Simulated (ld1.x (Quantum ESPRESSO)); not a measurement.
# Reading a pseudo-wave (manganese (Mn))

Columns: radius, all-electron u(r) and pseudo u(r) of the 4s shell (level -19.22 eV) of manganese in the configuration [Ne] 3s2 3p6 3d5 4s0 4p0; PBE, non-relativistic, PAW scheme, ld1.x (Quantum ESPRESSO) 7.5.

| r (bohr) | all-electron | pseudo |
| --- | --- | --- |
| 0.090 | -0.0308 | 0.2723 |
| 0.180 | -0.2011 | 0.5230 |
| 0.270 | -0.1269 | 0.7324 |
| 0.360 | 0.0449 | 0.8856 |
| 0.450 | 0.2023 | 0.9731 |
| 0.540 | 0.3012 | 0.9920 |
| 0.630 | 0.3354 | 0.9457 |
| 0.720 | 0.3152 | 0.8433 |
| 0.810 | 0.2558 | 0.6980 |
| 0.900 | 0.1716 | 0.5252 |
| 0.990 | 0.0740 | 0.3407 |
| 1.080 | -0.0283 | 0.1586 |
| 1.170 | -0.1293 | -0.0098 |
| 1.260 | -0.2252 | -0.1573 |
| 1.350 | -0.3133 | -0.2805 |
| 1.440 | -0.3924 | -0.3801 |
| 1.530 | -0.4618 | -0.4588 |
| 1.620 | -0.5213 | -0.5212 |
| 1.710 | -0.5711 | -0.5712 |
| 1.800 | -0.6118 | -0.6118 |
| 1.890 | -0.6439 | -0.6439 |
| 1.980 | -0.6681 | -0.6681 |
| 2.070 | -0.6850 | -0.6850 |
| 2.160 | -0.6954 | -0.6954 |
| 2.250 | -0.7000 | -0.7000 |
| 2.340 | -0.6995 | -0.6995 |

(1) How many radial nodes do the two functions have?

(2) At about which radius was the pseudo-wave matched?

(3) Is the pseudo-wave norm-conserving?

## Answers

(1) The all-electron 4s function has n − l − 1 = 3 (the table is too coarse to show those close to the nucleus); the pseudo-wave has 1, since 1 lower shell of the same l stays in the valence.

(2) 1.80 bohr. The columns agree to 0.0005 from 1.62 bohr on; several derivatives are matched, so the curves merge somewhat inside the radius.

(3) No, it belongs to a PAW set: the norm inside the radius is not constrained, and the difference is carried by the augmentation charge.
